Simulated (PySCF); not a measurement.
## Dipole response of Re⁺ (rhenium, charge +1)

[Xe] 4f14 5d5 6s1, high-spin 7S determinant. Computed with PySCF 2.14 in x2c-TZVPPall with one added diffuse shell each of s, p, d, f type (12s8p8d4f1g, 113 functions), with the spin-free X2C one-electron Hamiltonian (Gaussian nucleus). Coupled (time-dependent) response in atomic units; α is the mean over directions.

```csv
method,mean α (bohr³),C₆ (like pair),S(−4)
PBE0,31.47,266.6,387.8
```

S(−4) is the Cauchy moment in α(ω) = α(0) + S(−4) ω² + …

α(iu) at PBE0:

```json
{"u (hartree)": "0", "α(iu) (bohr³)": "31.47"}
{"u (hartree)": "0.0500", "α(iu) (bohr³)": "30.54"}
{"u (hartree)": "0.100", "α(iu) (bohr³)": "28.13"}
{"u (hartree)": "0.200", "α(iu) (bohr³)": "22.00"}
{"u (hartree)": "0.300", "α(iu) (bohr³)": "16.94"}
{"u (hartree)": "0.500", "α(iu) (bohr³)": "10.99"}
{"u (hartree)": "0.750", "α(iu) (bohr³)": "7.382"}
{"u (hartree)": "1.00", "α(iu) (bohr³)": "5.428"}
{"u (hartree)": "1.50", "α(iu) (bohr³)": "3.372"}
{"u (hartree)": "2.00", "α(iu) (bohr³)": "2.318"}
{"u (hartree)": "3.00", "α(iu) (bohr³)": "1.292"}
{"u (hartree)": "5.00", "α(iu) (bohr³)": "0.5655"}
```

For an ion, C₆ is the dispersion term alone; charge-induced terms of lower order in 1/R come first.

Spin-orbit coupling, which splits the p, d and f shells strongly at this Z, is absent.
